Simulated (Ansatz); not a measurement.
Basis sets compared for (ClAlNH)4 cubane (Al4N4Cl4H4). Charge 0, multiplicity 1. Geometry PBE-D4/def2-SVP. Ansatz on 4 threads of Arm Neoverse V1 on a shared host; times are rough, and most runs start from earlier orbitals.

```xyz
16

Al   -1.1875   -0.9416   -0.7199
Cl   -2.6826   -2.1279   -1.6266
N     0.5663   -0.5916   -1.4623
Al    1.3686   -0.9332    0.2665
Cl    3.0924   -2.1080    0.6024
N    -0.3853   -1.2813    1.0095
Al   -0.5669    0.5922    1.4638
Cl   -1.2806    1.3381    3.3075
N    -1.3673    0.9321   -0.2662
Al    0.3858    1.2826   -1.0105
Cl    0.8709    2.8977   -2.2836
N     1.1862    0.9409    0.7190
H     0.9124   -0.9533   -2.3565
H    -0.6209   -2.0648    1.6267
H    -2.2032    1.5024   -0.4289
H     1.9116    1.5157    1.1590
```

Binding counts from free atoms (Al doublet, Cl doublet, N quartet, H doublet) in the same basis, without a counterpoise term.

```csv
level,functions,energy (Eh),HOMO (eV),LUMO (eV),binding per atom (eV),wall time
HF/STO-3G,96,-2992.6489,-9.33,7.52,3.92,0.95 s
PBE-D4/def2-SVP,220,-3030.0918,-7.04,-1.87,4.21,6.5 s
PBE0-D4/def2-SVP,220,-3030.3614,-8.49,-1.10,4.14,9.5 s
```

Estimate the rows for HF/def2-TZVP, PBE-D4/def2-TZVP, PBE0-D4/def2-TZVP (with forces).


| level | functions | energy (Eh) | HOMO (eV) | LUMO (eV) | binding per atom (eV) | wall time |
| --- | --- | --- | --- | --- | --- | --- |
| HF/def2-TZVP | 444 | -3026.7244 | -11.83 | 1.76 | 2.91 | 34 s |
| PBE-D4/def2-TZVP | 444 | -3031.3241 | -7.19 | -2.06 | 4.17 | 15 s |
| PBE0-D4/def2-TZVP (with forces) | 444 | -3031.5785 | -8.56 | -1.27 | 4.11 | 59 s |
